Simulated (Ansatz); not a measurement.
Breaking the C3–H7 bond in C2H4Si (SMILES C#C[SiH3]) (multiplicity 1 held, fragments rigid). Energies count from the point at 1.064 Å.
Geometry at that point (charge 0, multiplicity 1):
```xyz
7

Si    -0.94558    -0.07811    -0.46973
C      0.68460     0.05655     0.34009
C      1.76131     0.14550     0.87496
H     -1.05376     0.95013    -1.52668
H     -1.08493    -1.42239    -1.06941
H     -2.01018     0.12954     0.53507
H      2.71147     0.22399     1.34697
```

Signs of static correlation in cc-pV(T+d)Z, from Ansatz (a quantum-chemistry and plane-wave program) runs.

```tsv
R (Å)	T1 of restricted CCSD	⟨S²⟩ of UHF	largest double amplitude of restricted CCSD
0.851	0.013	0.000	0.056
0.957	0.013	0.000	0.055
1.064	0.013	0.000	0.055
1.170	0.013	0.000	0.054
1.277	0.013	0.000	0.054
1.436	0.013	0.000	0.053
1.596	0.014	0.128	0.060
1.862	0.016	0.849	0.166
2.128	0.020	1.155	0.276
2.447	0.029	1.302	…
2.872	0.042	1.364	…
3.404	0.054	1.382	0.770
```

Complete the blanks.


- 2.447, largest double amplitude of restricted CCSD: 0.418
- 2.872, largest double amplitude of restricted CCSD: 0.602

Doubts at one or more of the structures used: a restricted determinant that unrestricted orbitals would lower (R-CCSD(T)/cc-pV(T+d)Z); other coupled-cluster roots lie near (R-CCSD(T)/cc-pV(T+d)Z); T1 above 0.05 (R-CCSD(T)/cc-pV(T+d)Z, U-CCSD(T)/cc-pV(T+d)Z); a spin-contaminated determinant (U-CCSD(T)/cc-pV(T+d)Z); the program's own flag: large difference (U-CCSD(T)/cc-pV(T+d)Z).
